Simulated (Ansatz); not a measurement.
ZrTe₂⁺ (the lowest doublet isomer of a short search) was relaxed with r2SCAN-D4 (def2-TZVP) in Ansatz in these states: charge +1 doublet, charge +1 quartet. The geometries follow in no particular order.

In the def2 sets Te, Zr take a core potential; there is no spin–orbit coupling.

A:

```xyz
3

Zr    1.5512   -0.3357   -0.4785
Te   -0.3561    0.3310    1.4847
Te   -1.1951    0.0048   -1.0062
```

B:

```xyz
3

Zr    1.1184    0.1561    1.0090
Te   -0.3909   -1.4541   -0.4782
Te   -0.7275    1.2980   -0.5308
```

Question: Judge from the bond lengths which geometry belongs to which state (an estimate).

Answer: A is the charge +1 quartet (Zr1–Te3 2.817 Å, Zr1–Te2 2.817 Å, Te2–Te3 2.649 Å); B is the charge +1 doublet (Zr1–Te3 2.661 Å, Zr1–Te2 2.661 Å, Te2–Te3 2.773 Å).

At r2SCAN-D4/def2-TZVP the charge 1 doublet is spin-contaminated (final ⟨S²⟩ up to 0.86, 0.75 for a pure state). At PBE0-D4/def2-TZVP a doublet lies 0.75 eV below the charge +1 quartet. These are the stationary points nearest to one start from a short search; other shapes may lie lower in each state.
